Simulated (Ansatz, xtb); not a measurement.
Molecule: LaCl₂, net charge 1, singlet state. The spin state was set by rule; other spins were not relaxed. SMILES of the parent species: [Cl][La][Cl]
Geometry from a B3LYP-D3(BJ)/def2-TZVP (Ansatz, a first-principles code) optimisation:
```
La
Cl 1 2.5176
Cl 1 2.5176 2 107.81
```
Charge +1, spin multiplicity 1.

Harmonic wavenumbers from GFN2-xTB (xtb, at its own minimum), cm⁻¹: 89, 217, 230.

Task: Give the harmonic wavenumbers at B3LYP-D3(BJ)/def2-TZVP (Ansatz, finite differences of forces, unscaled).

Result: 78, 371, 372 cm⁻¹. Zero-point energy 1.2 kcal/mol.

Task: From these and the geometry, give the ideal-gas thermochemistry at 298.15 K and 1 atm (rigid rotor, harmonic oscillator).

Result: Point group C2v, rotational symmetry number 2. Rotational constants 4.895, 1.722, 1.274 GHz. S(trans) 41.93, S(rot) 26.42, S(vib) 6.08, S(elec, spin only) 0.00, S 74.4 cal/(mol K). H(298) - H(0) 3.28 kcal/mol; G - E(el) -17.7 kcal/mol.
